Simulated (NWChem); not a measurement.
Everything below was run with NWChem. System: H5BFN, charge 1, spin multiplicity 2, at the geometry of a parent with another charge or spin, in a state set for the comparison that need not be this species' ground state. Its SCF solution wasn't tested for a lower state. Level: UB3LYP/6-311G** (spherical d), VWN1-RPA local correlation.

NWChem printed:

```
             Northwest Computational Chemistry Package (NWChem) 7.3.0
             --------------------------------------------------------

                                NWChem Input Module
                                -------------------

 Scaling coordinates for geometry "geometry" by  1.889725989
 (inverse scale =  0.529177249)

 Turning off AUTOSYM since
 SYMMETRY directive was detected!

                             Geometry "geometry" -> ""
                             -------------------------

 Output coordinates in angstroms (scale by  1.889725989 to convert to a.u.)

  No.       Tag          Charge          X              Y              Z
 ---- ---------------- ---------- -------------- -------------- --------------
    1 B                    5.0000     0.19637600    -0.66353900     0.00000000
    2 H                    1.0000     0.64377700    -1.14840200     1.03680600
    3 H                    1.0000     0.64377700    -1.14840200    -1.03680600
    4 F                    9.0000    -1.18086100    -0.46724400     0.00000000
    5 N                    7.0000     0.79857900     0.88041700     0.00000000
    6 H                    1.0000     0.47469500     1.38831600    -0.82502500
    7 H                    1.0000     1.81887600     0.88014400     0.00000000
    8 H                    1.0000     0.47469500     1.38831600     0.82502500

 Effective nuclear repulsion energy (a.u.)      75.9829171307

            Nuclear Dipole moment (a.u.)
            ----------------------------
        X                 Y               Z
 ---------------- ---------------- ----------------
     0.0000075589    -0.0000000000     0.0000000000

      Symmetry information
      --------------------

 Group name             Cs
 Group number              2
 Group order               2
 No. of unique centers     6

      Symmetry unique atoms

     1    2    4    5    6    7


 Summary of "ao basis" -> "" (spherical)
 ------------------------------------------------------------------------------
       Tag                 Description            Shells   Functions and Types
 ---------------- ------------------------------  ------  ---------------------
 *                          6-311g**                  on all atoms

                                 NWChem DFT Module
                                 -----------------

 Summary of "ao basis" -> "ao basis" (spherical)
 ------------------------------------------------------------------------------
[...]
    10      0.539036  1 B  s                 69     -0.509507  6 H  s
    81     -0.509507  8 H  s                 21     -0.331290  2 H  s
    27     -0.331290  3 H  s                 54      0.285114  5 N  s
    12     -0.276008  1 B  py                60      0.213364  5 N  py

 Vector   15  Occ=0.000000D+00  E=-1.276573D-01  Symmetry=a'
              MO Center=  2.7D-01, -4.7D-01,  4.2D-14, r^2= 4.3D+00
   Bfn.  Coefficient  Atom+Function         Bfn.  Coefficient  Atom+Function
  ----- ------------  ---------------      ----- ------------  ---------------
    11      1.086313  1 B  px                10      0.630459  1 B  s
    75      0.506185  7 H  s                 21     -0.500673  2 H  s
    27     -0.500673  3 H  s                 40      0.480002  4 F  s
    60      0.392036  5 N  py                69     -0.391561  6 H  s
    81     -0.391561  8 H  s                 59     -0.298510  5 N  px

   alpha - beta orbital overlaps
   -----------------------------

   alpha      1      2      3      4      5      6      7      8      9     10
    beta      1      2      3      4      5      6      8      7      9     11
 overlap   1.000  1.000  1.000  1.000  1.000  0.978  0.986  0.986  0.981  0.986

   alpha     11     12     13     14     15     16     17     18     19     20
    beta     10     12     13     14     15     16     17     18     20     19
 overlap   0.963  0.981  0.998  1.000  0.985  0.996  0.981  0.993  0.994  0.999

   alpha     21     22     23     24     25     26     27     28     29     30
    beta     22     21     23     24     25     26     27     28     29     30
 overlap   0.995  1.000  0.998  0.940  0.931  0.999  0.986  0.997  0.992  0.998

   alpha     31     32     33     34     35     36     37     38     39     40
    beta     31     32     33     34     35     36     37     38     39     40
 overlap   1.000  1.000  0.998  0.998  0.998  0.999  1.000  0.990  0.990  0.997

   alpha     41     42     43     44     45     46     47     48     49     50
    beta     41     42     43     44     45     46     47     48     49     50
 overlap   0.995  1.000  0.997  0.998  0.995  0.989  0.988  0.988  0.991  0.981

   alpha     51     52     53     54     55     56     57     58     59     60
    beta     51     52     53     54     55     56     57     58     59     60
 overlap   0.943  0.960  0.996  0.995  0.998  0.989  0.990  1.000  0.971  0.994

   alpha     61     62     63     64     65     66     67     68     69     70
    beta     61     62     63     64     65     66     67     68     69     70
 overlap   0.971  0.967  0.964  0.982  0.990  0.985  0.999  0.997  0.999  1.000

   alpha     71     72     73     74     75     76     77     78     79     80
    beta     71     72     73     74     75     76     77     78     79     80
 overlap   0.999  1.000  1.000  1.000  0.999  0.999  1.000  1.000  1.000  1.000

   alpha     81     82     83     84
    beta     81     82     83     84
 overlap   1.000  1.000  1.000  1.000

     --------------------------
     Expectation value of S2:
     --------------------------
      <S2> =      0.7564 (Exact =     0.7500)

 center of mass
 --------------
 x =  -0.19272511 y =  -0.09565539 z =   0.00000000

 moments of inertia (a.u.)
 ------------------
         109.225402420712         -71.748003328856           0.000000000000
         -71.748003328856         155.337909276101           0.000000000000
           0.000000000000           0.000000000000         239.289164595117

     Multipole analysis of the density
     ---------------------------------

     L   x y z        total         alpha         beta         nuclear
     -   - - -        -----         -----         ----         -------
     0   0 0 0      1.000000    -13.000000    -12.000000     26.000000

     1   1 0 0      1.612965      0.702428      0.910529      0.000008
     1   0 1 0      0.741232      1.164836     -0.423604     -0.000000
     1   0 0 1      0.000000     -0.000000      0.000000      0.000000

     2   2 0 0     -9.810388    -45.170562    -42.470063     77.830237
     2   1 1 0      1.306384    -17.896362    -18.922331     38.125077
     2   1 0 1      0.000000      0.000000      0.000000      0.000000
     2   0 2 0     -7.590669    -35.630461    -32.166073     60.205865
     2   0 1 1     -0.000000      0.000000     -0.000000      0.000000
     2   0 0 2     -9.778666    -12.782426     -9.535197     12.538956

 Task  times  cpu:        7.0s     wall:        7.0s

 Total times  cpu:        7.1s     wall:        7.1s
```

### Question
Write an NWChem input that would produce this output.

### Answer
Several could match; the one computed here: 
```
start mol
memory heap 200 mb stack 900 mb global 1100 mb
charge 1
geometry units angstroms nocenter noautoz
  B      0.196376    -0.663539     0.000000
  H      0.643777    -1.148402     1.036806
  H      0.643777    -1.148402    -1.036806
  F     -1.180861    -0.467244     0.000000
  N      0.798579     0.880417     0.000000
  H      0.474695     1.388316    -0.825025
  H      1.818876     0.880144     0.000000
  H      0.474695     1.388316     0.825025
  symmetry group Cs
end
basis spherical
  * library 6-311g**
end
dft
  xc b3lyp
  odft
  mult 2
  semidirect memsize 60000000 filesize 0
  iterations 100
end
task dft energy
```
